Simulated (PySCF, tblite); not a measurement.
Isomers of C7H9N2 (doublet state). All values are computed: GFN2-xTB (tblite) harmonic vibrations without scaling, gas phase. The method is semi-empirical: single wavenumbers can be off by several per cent or more. One conformer each. Open shells enter through the occupations alone, without spin polarisation, and single modes of such species can be off by tens of per cent.

Electronic energies: B3LYP/pcH-1 single points on the GFN2-xTB geometries (PySCF, gas phase).

```
            SMILES  electronic energy, lowest = 0 (kJ/mol)
C=C[CH]Cc1ncc[nH]1                                    49.3
    [NH]c1ccccc1CN                                    12.6
  CNc1ccc([NH])cc1                                     0.0
```

Q: How do GFN2-xTB zero-point energies change the relative energies?

A: 
```
            SMILES  ZPE (kJ/mol)  of it from modes above 1550 cm⁻¹  electronic (kJ/mol)  with ZPE, lowest = 0 (kJ/mol)  lowest mode (cm⁻¹)  rings
  CNc1ccc([NH])cc1         378.6                             177.3                  0.0                            0.0                  72      1
    [NH]c1ccccc1CN         380.7                             178.8                 12.6                           14.8                  54      1
C=C[CH]Cc1ncc[nH]1         376.2                             177.5                 49.3                           46.9                  25      1
```

The zero-point energies span 4.5 kJ/mol, from `C=C[CH]Cc1ncc[nH]1` to `[NH]c1ccccc1CN`. The order is unchanged.

Q: And how do the electronic energies of GFN2-xTB itself compare?

A: `CNc1ccc([NH])cc1` 0.0; `[NH]c1ccccc1CN` 51.3; `C=C[CH]Cc1ncc[nH]1` 30.6 kJ/mol, lowest = 0. Against the energies above, taken from the same isomer `CNc1ccc([NH])cc1`, the largest difference is 38.7 kJ/mol.
